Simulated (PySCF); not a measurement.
FH₃MgOSi. Atoms are numbered in the order given.

```xyz
7

Mg     0.0000     0.0000     1.2681
F      0.0000     0.0000     3.0256
O      0.0000     0.0000    -0.5188
Si     0.0000     0.0000    -2.1572
H     -1.2105     0.6989    -2.6987
H      0.0000    -1.3978    -2.6987
H      1.2105     0.6989    -2.6987
```
Charge 0, spin multiplicity 1.

Coordinates come from a PBE0-D3(BJ)/def2-SVP optimisation. One conformer was computed; it need not be the lowest.

All values below come from PySCF with r2SCAN/def2-TZVPD.

Symmetry labels are those of the subgroup Cs that the program uses (full group C3v).

### Question
List the valence orbital energies around the gap with their symmetry. (Estimate from the structure and the level; the computed values follow.)

### Answer

```json
[
 {"orbital": "HOMO−7", "symmetry": "A'", "energy (eV)": "-10.12"},
 {"orbital": "HOMO−6", "symmetry": "A'", "energy (eV)": "-9.23"},
 {"orbital": "HOMO−5", "symmetry": "A'", "energy (eV)": "-9.07"},
 {"orbital": "HOMO−4", "symmetry": "A\"", "energy (eV)": "-9.07"},
 {"orbital": "HOMO−3", "symmetry": "A'", "energy (eV)": "-8.66"},
 {"orbital": "HOMO−2", "symmetry": "A\"", "energy (eV)": "-8.66"},
 {"orbital": "HOMO−1", "symmetry": "A'", "energy (eV)": "-7.18"},
 {"orbital": "HOMO", "symmetry": "A\"", "energy (eV)": "-7.18"},
 {"orbital": "LUMO", "symmetry": "A'", "energy (eV)": "-1.90"},
 {"orbital": "LUMO+1", "symmetry": "A'", "energy (eV)": "0.06"},
 {"orbital": "LUMO+2", "symmetry": "A\"", "energy (eV)": "0.06"},
 {"orbital": "LUMO+3", "symmetry": "A'", "energy (eV)": "0.38"}
]
```
